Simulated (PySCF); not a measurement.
C₂H₄F₂, SMILES CC(F)F. Geometry optimised at PBE-D3(BJ)/def2-SVP.

Computed equilibrium geometry at PBE-D3(BJ)/def2-SVP (PySCF confirms it by a frequency run) as Cartesian coordinates in Å, and its point group:
point group Cs.
```xyz
8

C     -1.3738    -0.0885     0.0000
C      0.0694     0.3543     0.0000
F      0.7129    -0.1359    -1.1071
F      0.7129    -0.1359     1.1071
H     -1.4143    -1.1951     0.0000
H     -1.8925     0.2919    -0.9007
H     -1.8925     0.2919     0.9007
H      0.1928     1.4633     0.0000
```
Charge 0, spin multiplicity 1.
